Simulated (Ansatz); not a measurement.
Geometry optimisation, Ansatz 0.2.0, RKS PBE0-D4/def2-SVP.

Input:

```yaml
crystal:
  periodic: [false, false, false]
  atoms:
    - { symbol: B, position_ang: [0.0, 0.0, 0.0] }
    - { symbol: O, position_ang: [0.0, 0.0, 1.76] }
    - { symbol: H, position_ang: [-0.9095, -0.2814, 2.0971] }
    - { symbol: Cl, position_ang: [1.6108, 0.0, -0.93] }
    - { symbol: Cl, position_ang: [-1.6108, 0.0, -0.93] }
    - { symbol: H, position_ang: [0.3178, 1.3778, 0.4698] }
    - { symbol: H, position_ang: [0.2587, 1.1216, 1.3187] }
basis:
  gaussian: { orbitals: def2-SVP }
hamiltonian:
  xc: pbe0
  dispersion: d4
relax:
  f_tol: 0.15
  max_steps: 25
  restrain:
    - { distance: [0, 5], at: 2.39, k: 30.0 }
    - { distance: [6, 1], at: 2.21, k: 30.0 }
    - { distance: [0, 1], at: 1.41, k: 30.0 }
    - { distance: [6, 5], at: 0.66, k: 30.0 }
```

Launched with:

```bash
$ ansatz run input.yaml --threads 1 --pin off --max-ram 2048MiB --backend cpu --events-out ev --progress --plain --runs-dir out
```

Task: Where does it end, and by what steps?

Result: It converged. The restraints hold the end off the free minimum. After 8 steps the energy has fallen by 3.445 eV (the restraints' own energy left out); H6 moved furthest, 0.69 Å.

```json
{"step": "0", "energy less start (eV)": "0.0000", "largest force component (eV/Å)": "3.520", "accepted": "yes"}
{"step": "1", "energy less start (eV)": "-0.7380", "largest force component (eV/Å)": "3.369", "accepted": "yes"}
{"step": "2", "energy less start (eV)": "-1.8210", "largest force component (eV/Å)": "4.221", "accepted": "yes"}
{"step": "3", "energy less start (eV)": "-2.8674", "largest force component (eV/Å)": "2.303", "accepted": "yes"}
{"step": "4", "energy less start (eV)": "-3.2772", "largest force component (eV/Å)": "1.563", "accepted": "yes"}
{"step": "5", "energy less start (eV)": "-3.3554", "largest force component (eV/Å)": "1.480", "accepted": "yes"}
{"step": "6", "energy less start (eV)": "-3.4201", "largest force component (eV/Å)": "1.529", "accepted": "yes"}
{"step": "7", "energy less start (eV)": "-3.4362", "largest force component (eV/Å)": "1.375", "accepted": "yes"}
{"step": "8", "energy less start (eV)": "-3.4450", "largest force component (eV/Å)": "1.468", "accepted": "yes"}
```

```xyz
7
Properties=species:S:1:pos:R:3
B -0.029 -0.262 0.118
O -0.004 -0.479 1.472
H -0.888 -0.458 1.857
Cl 1.474 -0.345 -0.772
Cl -1.555 0.001 -0.725
H 0.357 2.055 0.605
H 0.312 1.706 1.230
```

The run took 26 s on 1 thread of Arm Neoverse V2, on a shared host, peak memory 0.15 GiB.
